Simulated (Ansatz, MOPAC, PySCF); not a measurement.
System: GaI2, charge 0, multiplicity 2. SMILES: [I][Ga][I]
Geometry from a B3LYP-D3(BJ)/def2-TZVP (Ansatz, a program for electronic structure) optimisation:
```xyz
3

Ga     0.8416     0.3935     0.2756
I     -0.5703     1.5785    -1.5088
I      0.0780    -1.8087     1.3476
```
Charge 0, spin multiplicity 2.

Unscaled harmonic wavenumbers (cm⁻¹) in rising order, each level at the stationary point that it reaches from this structure (no distance between atoms moves by over 0.3 Å); the order of modes can differ between levels, and a negative number is imaginary. B3LYP-D3(BJ)/def2-TZVP (PySCF, at the structure above): 53, 177, 240.

PM6 (MOPAC): 46, 164, 274. Zero-point energy 0.7 against 0.7 kcal/mol.

PM7 (MOPAC): 57, 201, 305. Zero-point energy 0.8 against 0.7 kcal/mol.

HF/LANL2DZ (Ansatz): 60, 176, 240. Zero-point energy 0.7 against 0.7 kcal/mol.
